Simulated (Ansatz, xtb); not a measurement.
Ranking isomers of C2H5Sn−

3 gas-phase structures of C2H5Sn−, found in a search over its isomers (lower ones may exist). Each was relaxed with GFN2-xTB; where two conformers were screened, the lower at r2SCAN-D4/def2-SVPD is listed:

A. `[H]/[Sn-]=[CH]/C`, a singlet
B. `[CH2]1[CH2][SnH-]1`, a singlet
C. `C=[CH][SnH2-]`, a singlet

Problem. Estimate their order in r2SCAN-D4/def2-SVPD energy at these geometries, lowest first.

Solution. Calculated order at r2SCAN-D4/def2-SVPD: B (0.0), C (4.5), A (6.9) kcal/mol.

Energies above the lowest of each column, in kcal/mol; the last columns are at PBE0-D3(BJ)/def2-SVPD geometries (a dash: not run or not comparable):

```json
{"structure": "B", "GFN2-xTB": "3.3", "HF/STO-3G": "0.0", "r2SCAN-D4/def2-SVPD": "0.0", "PBE0-D3(BJ)/def2-SVPD": "0.0", "CCSD(T)/def2-SVPD + ΔMP2/def2-TZVPPD": "0.0"}
{"structure": "C", "GFN2-xTB": "0.0", "HF/STO-3G": "13.1", "r2SCAN-D4/def2-SVPD": "4.5", "PBE0-D3(BJ)/def2-SVPD": "5.8", "CCSD(T)/def2-SVPD + ΔMP2/def2-TZVPPD": "5.0"}
{"structure": "A", "GFN2-xTB": "15.8", "HF/STO-3G": "34.4", "r2SCAN-D4/def2-SVPD": "6.9", "PBE0-D3(BJ)/def2-SVPD": "8.4", "CCSD(T)/def2-SVPD + ΔMP2/def2-TZVPPD": "–"}
```

CCSD(T)/def2-SVPD + ΔMP2/def2-TZVPPD puts B lowest of those it was run on; GFN2-xTB picks C. Flexible structures stand in one conformer each, not always the lowest. Frequencies (PBE0-D3(BJ)/def2-SVPD) were run for B, C alone. Atoms past krypton carry core potentials in the def2 sets, without spin–orbit terms. ΔMP2 is the change of the MP2 energy from the smaller to the larger basis.

Programs: Ansatz 0.2.0, xtb 6.7.1.
